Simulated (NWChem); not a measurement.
System meant: C5H5 cation

The following NWChem deck was run.

```
start job
memory heap 200 mb stack 900 mb global 1100 mb
charge 1
geometry units angstroms noautoz
  C     -0.943313    -0.153380     0.376931
  C     -0.411032    -1.268071    -0.087091
  C      0.931325    -0.677201    -0.064775
  C      0.870889     0.701325    -0.073299
  C     -0.545305     1.198288    -0.026372
  H     -0.750407    -2.289080    -0.268892
  H      1.828749    -1.260013     0.170887
  H      1.705263     1.341276     0.233565
  H     -1.010912     1.454089    -0.993985
  H     -0.673879     2.020722     0.693136
end
basis spherical
  * library def2-svp
end
dft
  xc xpbe96 cpbe96
  iterations 4
  mulliken
end
task dft energy
```

End of the output:

```
    Atom       Charge   Shell Charges
 -----------   ------   -------------------------------------------------------
    1 C    6     5.76   1.97  0.73  0.34  1.66  0.97  0.09
    2 C    6     5.97   1.97  0.62  0.31  1.92  1.08  0.09
    3 C    6     5.85   1.97  0.62  0.30  1.81  1.07  0.09
    4 C    6     5.90   1.97  0.63  0.30  1.85  1.06  0.09
    5 C    6     5.99   1.96  0.58  0.29  1.92  1.14  0.09
    6 H    1     0.90   0.59  0.23  0.08
    7 H    1     0.92   0.61  0.24  0.07
    8 H    1     0.92   0.61  0.24  0.07
    9 H    1     0.88   0.59  0.22  0.07
   10 H    1     0.90   0.60  0.23  0.07

 center of mass
 --------------
 x =  -0.03251445 y =  -0.03399665 z =   0.00496100

 moments of inertia (a.u.)
 ------------------
         237.197717150372           0.000000000000          -0.000000000000
           0.000000000000         169.871551911274           0.000000000000
          -0.000000000000           0.000000000000         384.309561852736

     Multipole analysis of the density
     ---------------------------------

     L   x y z        total         alpha         beta         nuclear
     -   - - -        -----         -----         ----         -------
     0   0 0 0      1.000000    -17.000000    -17.000000     35.000000

     1   1 0 0      0.127624      0.063812      0.063812     -0.000000
     1   0 1 0      0.015364      0.007682      0.007682      0.000000
     1   0 0 1     -0.052333     -0.026166     -0.026166      0.000000

     2   2 0 0    -15.642669    -54.389586    -54.389586     93.136502
     2   1 1 0     -0.262689      0.465064      0.465064     -1.192817
     2   1 0 1      1.669276     -0.969143     -0.969143      3.607562
     2   0 2 0    -11.752138    -75.601056    -75.601056    139.449974
     2   0 1 1      0.404977     -0.008783     -0.008783      0.422542
     2   0 0 2    -20.589101    -14.848248    -14.848248      9.107396

 ------------------------------------------------------------------------
 dft energy failed                                                                                  0
 ------------------------------------------------------------------------
 ------------------------------------------------------------------------
  current input line :
    24: task dft energy
 ------------------------------------------------------------------------
 ------------------------------------------------------------------------
 This type of error is most commonly associated with calculations not reaching convergence criteria
 ------------------------------------------------------------------------
 For more information see the NWChem manual at https://nwchemgit.github.io

0:dft energy failed:Received an Error in Communication
```

Problem. Find the fault in this run and fix the input.

Solution. Convergence was not reached. Cause: the SCF was allowed too few iterations. This input runs:
```
start job
memory heap 200 mb stack 900 mb global 1100 mb
charge 1
geometry units angstroms noautoz
  C     -0.943313    -0.153380     0.376931
  C     -0.411032    -1.268071    -0.087091
  C      0.931325    -0.677201    -0.064775
  C      0.870889     0.701325    -0.073299
  C     -0.545305     1.198288    -0.026372
  H     -0.750407    -2.289080    -0.268892
  H      1.828749    -1.260013     0.170887
  H      1.705263     1.341276     0.233565
  H     -1.010912     1.454089    -0.993985
  H     -0.673879     2.020722     0.693136
end
basis spherical
  C library def2-svp
  H library def2-svp
end
dft
  xc xpbe96 cpbe96
  iterations 150
  mulliken
end
task dft energy
```
It converges to -192.71002 Ha (PBE/def2-SVP).
